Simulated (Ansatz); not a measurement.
```tsv
atom	x (Å)	y (Å)	z (Å)
H	-0.0246	0.0019	1.5173
C	0.0495	-0.0043	0.3730
C	1.4334	-0.0456	-0.0959
C	-0.7329	1.2981	-0.0639
C	-0.7744	-1.2739	-0.0900
H	1.4840	-0.0154	-1.1608
H	1.9550	0.8685	0.2430
H	1.9696	-0.9209	0.2366
H	-0.7231	1.3141	-1.1602
H	-1.7539	1.3291	0.2628
H	-0.2500	2.1781	0.3112
H	-0.7605	-1.3033	-1.1470
H	-0.2630	-2.1643	0.2348
H	-1.7976	-1.3138	0.2460
```

Basis set: def2-TZVP (spherical functions). Correlated methods keep 4 orbitals frozen. Charge 0, multiplicity 1.

Computed with Ansatz (development build ahead of 0.2.0); each method stands on the lowest determinant of its kind that the runs found. Restricted open shells among the atoms or ions are ROHF, correlated in semicanonical orbitals with singles. Restricted functionals stand beside restricted open-shell atoms, which can lie above the unrestricted atoms usual in DFT and then raise those values.

The atomization energy at this shape (free ground-state atoms in the same class of orbitals less the molecule, no zero-point energy) of singlet C₄H₁₀:

| method | atomization energy |
| --- | --- |
| PBE0 (restricted) | 5441.5 kJ/mol |
| RHF-MP2 | 5264.7 kJ/mol |

Problem. What does RHF give?

Solution. 4193.1 kJ/mol. Caution: the shape is not the minimum.
